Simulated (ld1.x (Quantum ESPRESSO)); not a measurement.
PBE PAW dataset for europium, scalar-relativistic all-electron reference.

Eu, PAW, made with ld1.x (Quantum ESPRESSO) 7.5 (PBE, scalar-relativistic). Core [Kr] 4d10, reference 4f7 5s2 5p6 5d0 6s2 6p0. Waves: 5s (bound): rcut 1.75, rcutus 2.10 bohr; 6s (bound): rcut 1.75, rcutus 2.10 bohr; 5p (bound): rcut 3.05, rcutus 3.35 bohr; 6p (bound, empty): rcut 3.05, rcutus 3.35 bohr; 5d (bound, empty): rcut 3.40, rcutus 4.15 bohr; 5d channel at 1.55 Ry: rcut 3.40, rcutus 4.15 bohr; 4f (bound): rcut 0.70, rcutus 0.85 bohr; 4f channel at 0.4 Ry: rcut 0.70, rcutus 0.85 bohr. Local part: all-electron potential smoothed inside 0.65 bohr (lloc = -1). Core correction: Bessel-smoothed model core inside 0.60 bohr. Augmentation charge: BESSEL, radius 0.55 bohr.

All-electron outer shells of the reference configuration (PBE, scalar-relativistic, ld1.x):

| shell | level (eV) | outermost node (bohr) | outermost maximum (bohr) |
| --- | --- | --- | --- |
| 4p | -258.32 | 0.30 | 0.55 |
| 4d | -134.83 | 0.27 | 0.57 |
| 5s | -44.66 | 0.67 | 1.23 |
| 5p | -23.77 | 0.72 | 1.41 |
| 6s | -3.62 | 1.67 | 3.60 |
| 4f | -2.72 | – | 0.60 |
| 5d | -1.56 | 0.82 | 2.16 |
| 6p | -1.20 | 2.02 | 4.93 |

Task: Does the generator finish with these settings?

Result: No. ld1.x (Quantum ESPRESSO) 7.5 stopped with "new_paw_hamiltonian: negative rho": the pseudo-density turned negative during the self-consistent test, most likely because a state had been found with a wrong node count and its wave set to zero before. Before that it printed "Warning: n=2, l=1 expected 0 nodes, found 1".
